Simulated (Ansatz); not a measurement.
SiCl₄⁺: single points at one geometry.

```yaml
crystal:
  periodic: [false, false, false]
  atoms:
    - {symbol: Si, position_ang: [0.000691, -0.000447, -0.000119]}
    - {symbol: Cl, position_ang: [0.009906, -0.017511, 2.051691]}
    - {symbol: Cl, position_ang: [1.931630, 0.010971, -0.694257]}
    - {symbol: Cl, position_ang: [-0.974655, 1.678331, -0.663807]}
    - {symbol: Cl, position_ang: [-0.967572, -1.671353, -0.693498]}
basis:
  gaussian: {orbitals: def2-TZVP, initial_orbitals: start.molden}
total_charge: 1
magnetization: {spin_polarized: true, initial_magnetization: 1}
hamiltonian: {xc: {name: CAM-B3LYP}, dispersion: d4}
scf: {omitted_lower_state_checks: [starts]}
output: {orbitals: {seedname: orbitals}}
```

The file start.molden holds the orbitals of an earlier run on this structure, at another level or in another basis.

```sh
$ ansatz run in.yaml --threads 2 --pin off --events-out ev --progress --plain --max-ram 4352MiB
```

It prints (some lines left out):

```
Functional definition: CAM-B3LYP
1313 factors; their error is unknown
242 factors; integrals over basis functions are off by at most 1.6e-5 eV
mean field evaluation 1: about -57965.3072 eV, gradient 7.4e0 eV
mean field evaluation 2: about -57965.4072 eV, gradient 1.1e-1 eV
mean field evaluation 4: about -57965.5397 eV, gradient 7.1e-4 eV
mean field evaluation 8: about -57965.5397 eV, gradient 8.4e-5 eV
mean field evaluation 16: about -57965.5397 eV, gradient 1.7e-5 eV
mean field -57965.53969764 eV, -2130.1942934342 hartree, gradient 3.5e-6 eV, S^2 0.757489; 0 other end points of the search recorded, 0 dependent functions left out
reference -57965.53982812 eV, -2130.1942982292 hartree; 41, 40 occupied and 144, 145 virtual orbitals, 1313 factors
Total energy: -57965.76632703 eV, -2130.2026219108 hartree
Checks for a lower state left out: starts
```

Hardware: 2 threads of Arm Neoverse V1 on a shared host. Wall time 37 s, peak host memory 1.2 GiB.

First input, but with `hamiltonian: {xc: {name: BHLYP}, dispersion: d4}` (abridged; 42 s):

```
Functional definition: BHLYP
mean field evaluation 16: about -57963.8345 eV, gradient 1.2e-3 eV
mean field -57963.83445800 eV, -2130.1316270334 hartree, gradient 4.8e-6 eV, S^2 0.763742
Total energy: -57964.20350801 eV, -2130.1451893710 hartree
Checks for a lower state left out: starts
```

As the first input, with `hamiltonian: {xc: pbe0, dispersion: d4}` (abridged; 26 s):

```
Functional definition: PBE0
mean field -57944.61694222 eV, -2129.4253963547 hartree, gradient 6.2e-6 eV, S^2 0.755366
Total energy: -57944.83323003 eV, -2129.4333447849 hartree
Checks for a lower state left out: starts
```

First input, but with `hamiltonian: {xc: r2scan, dispersion: d4}` (abridged; 33 s):

```
Functional definition: r2SCAN
mean field -57960.78439982 eV, -2130.0195394628 hartree, gradient 2.0e-6 eV, S^2 0.753106
Total energy: -57960.83939986 eV, -2130.0215606768 hartree
Checks for a lower state left out: starts
```

First input, but with `hamiltonian: {xc: {name: PBE-QIDH}}` and without the key `output` (abridged; 40 s):

```
Functional definition: PBE-QIDH
mean field evaluation 16: about -57923.8616 eV, gradient 2.1e-1 eV
mean field -57923.86285142 eV, -2128.6626975854 hartree, gradient 6.1e-8 eV, S^2 0.765288
25 core orbitals not correlated: weight in the atoms' cores, before any rotation towards them, 1.000 or more for the frozen orbitals, at most 0.000 for the correlated occupied ones
second order -25.65250079 eV of doubles, -0.00000000 eV of singles
Total energy: -57932.41369534 eV, -2128.9769353033 hartree
Checks for a lower state left out: starts
```

The first input with `hamiltonian: {xc: pbe, dispersion: d4}` (abridged; 7 s):

```
Functional definition: PBE
mean field -57940.52817959 eV, -2129.2751370993 hartree, gradient 1.7e-6 eV, S^2 0.751639
Total energy: -57940.78004225 eV, -2129.2843928813 hartree
Checks for a lower state left out: starts
```

First input, but with `hamiltonian: {xc: {name: revPBE}, dispersion: d4}` (abridged; 7 s):

```
Functional definition: revPBE
mean field -57954.00775741 eV, -2129.7705024474 hartree, gradient 1.4e-6 eV, S^2 0.751749
Total energy: -57954.61868335 eV, -2129.7929535618 hartree
Checks for a lower state left out: starts
```

Geometry: PBE-D4/def2-SVP, that of the neutral singlet.

Correlated methods freeze 25 core orbitals. At PBE-D4/def2-TZVP, revPBE-D4/def2-TZVP the gap within one spin of the charge 1 doublet nearly closes, so an electron or hole may be smeared out by delocalisation error.
